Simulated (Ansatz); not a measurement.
ammonia borane (SMILES [BH3-][NH3+]) moved off its minimum; all values from Ansatz (a program for electronic structure), cores frozen in correlated methods.
(charge 0, multiplicity 1)
```xyz
8

B     -0.8772     0.0678    -0.0400
N      0.7756    -0.1080    -0.0120
H     -1.4566    -0.5532    -0.8816
H     -0.9507     1.3326    -0.3429
H     -1.3308    -0.1103     1.2255
H      0.9390    -1.1519     0.2923
H      1.1551     0.5034     0.7553
H      1.1521     0.0975    -0.8432
```

Forces at B3LYP/def2-TZVPP (eV/Å):

```csv
atom,Fx,Fy,Fz
B1,-0.909,2.506,1.651
N2,-2.003,-3.366,6.045
H3,0.452,-0.490,-0.008
H4,-0.079,-1.347,0.413
H5,0.929,0.076,-2.054
H6,0.105,2.674,-1.014
H7,-0.469,-0.840,-1.249
H8,1.974,0.788,-3.784
```

Problem. Give the forces (eV/Å), the total energy and the dipole at CCSD(T)/cc-pVTZ.

Solution. 
| atom | Fx | Fy | Fz |
|---|---|---|---|
| B1 | -0.877 | 2.547 | 1.710 |
| N2 | -2.039 | -3.398 | 6.077 |
| H3 | 0.435 | -0.557 | -0.072 |
| H4 | -0.065 | -1.307 | 0.405 |
| H5 | 0.940 | 0.062 | -2.025 |
| H6 | 0.088 | 2.711 | -1.018 |
| H7 | -0.485 | -0.853 | -1.254 |
| H8 | 2.003 | 0.795 | -3.823 |
Energy -83.0364 hartree, dipole 5.53 D.
